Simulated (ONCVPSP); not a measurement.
# How hard is this titanium ONCV potential?

- Element: titanium
- Generator: ONCVPSP 4.0.1
- Type: optimised norm-conserving Vanderbilt (ONCV)
- Functional: PBE
- Relativity: scalar-relativistic
- Frozen core: [Ne]
- Valence charge: 12
- Reference configuration: 3s2 3p6 3d2 4s2
- Partial waves: 3s+4s: rc 1.40 bohr, ncon 4, nbas 7, qcut 6.6 1/bohr, 2 projectors; 3p: rc 1.50 bohr, ncon 4, nbas 9, qcut 7.7 1/bohr, 2 projectors, debl 3.3 Ha; 3d: rc 1.84 bohr, ncon 3, nbas 8, qcut 8.4 1/bohr, 1 projector
- Local potential: polynomial inside 1.15 bohr (lpopt 3, dvloc0 1 Ha)
- Core correction: Teter function, fcfact 1.5, rcfact 1.65

For each optimised wave give the share of its norm inside rc, the residual kinetic energy above qcut (Ha) and the cutoffs (Ha) for errors of 10, 1, 0.1 and 0.01 mHa per electron.

| wave | norm inside rc | residual KE | 10 mHa | 1 mHa | 0.1 mHa | 0.01 mHa |
| --- | --- | --- | --- | --- | --- | --- |
| 3s | 0.858 | 5.9e-04 | 14.8 | 20.4 | 55.3 | 69.1 |
| 4s | 0.033 | 1.6e-04 | 4.9 | 17.0 | 23.3 | 58.5 |
| 3p | 0.842 | 1.4e-06 | 15.3 | 20.0 | 23.9 | 27.0 |
| p projector 2 | 0.084 | 1.5e-06 | 14.3 | 19.1 | 23.2 | 26.5 |
| 3d | 0.692 | 9.1e-07 | 21.2 | 25.8 | 29.4 | 32.5 |

The occupied waves need 26 Ha and 55 Ha for 1 and 0.1 mHa.
